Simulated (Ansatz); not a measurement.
`BCC1CO1`, relaxed with RKS PBE-D4/def2-SVP in Ansatz 0.2.0 from a rough embedded geometry. The force threshold is 0.03 eV/Å; the program also tests the step.

Charge 0, multiplicity 1.

Start:

```xyz
12

B    -0.349   -0.268    1.906
C    -0.572   -0.507    0.372
C     0.582    0.087   -0.392
C     0.428    0.506   -1.777
O     0.394    1.442   -0.770
H    -1.231   -0.673    2.698
H     0.547    0.333    2.378
H    -0.579   -1.572    0.204
H    -1.516   -0.085    0.080
H     1.680   -0.134   -0.084
H     1.257    0.533   -2.439
H    -0.643    0.337   -2.176
```

**Question.** How much energy does the relaxation release, and in how many steps? (An estimate is asked.)

**Answer.** The calculation gave: 10.43 kcal/mol, in 9 steps, 1 of them rejected.

**Question.** Which bonds change most? (Estimate.)

**Answer.** Computed: C4–O5 from 1.375 to 1.429 Å; C3–H10 from 1.162 to 1.110 Å; C4–H11 from 1.061 to 1.108 Å; C4–H12 from 1.155 to 1.108 Å.

**Question.** Give the relaxed structure. (Estimate.)

**Answer.** Computed: 
```xyz
12

B    -0.420   -0.235    1.961
C    -0.499   -0.496    0.425
C     0.591    0.110   -0.430
C     0.368    0.556   -1.818
O     0.435    1.498   -0.745
H    -1.394   -0.427    2.667
H     0.632    0.084    2.487
H    -0.409   -1.617    0.403
H    -1.507   -0.298    0.003
H     1.625   -0.173   -0.139
H     1.210    0.581   -2.537
H    -0.632    0.417   -2.277
```
